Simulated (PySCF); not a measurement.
**Two-component Hartree-Fock for C⁺ (carbon, charge +1)**

Start: [He] 2s2 2p1; 2p1/2 filled at m_j = +1/2. Calculated with PySCF 2.14 in x2c-TZVPPall-2c (5s3p2d1f, 31 functions): generalised Hartree-Fock with the X2C-1e Hamiltonian and a Gaussian nucleus; one run each with spin-orbit coupling (SO) switched off, then screened by Boettger's factors.

```csv
spinor shell,electrons,"ε, spin-free (eV)","ε, screened SO (eV)",weight of nominal j (screened SO),"rms radius, screened SO (bohr)"
1s1/2,2,-323.86,-323.86,1.000,0.311
2s1/2,2,-31.480,-31.478,0.998,1.61
2p1/2,1,-24.922,-24.928,0.900,1.64
```

```tsv
quantity	spin-free	screened SO
E (hartree)	-37.31177	-37.31197
M_J	1/2	1/2
⟨J²⟩	1.080	1.057
⟨L²⟩	2.023	2.023
⟨S²⟩	0.758	0.758
```

The determinant has a definite M_J but mixes levels of different J.

Each row is a mean over spinors that exchange with the open shell spreads, by up to 1.107 eV (2s1/2).

Without spin-orbit coupling the j labels of p, d and f shells carry no meaning; the spin-free column gives the mean over the occupied spinors of each nl shell, and its ⟨J²⟩ belongs to a mixture of degenerate components.
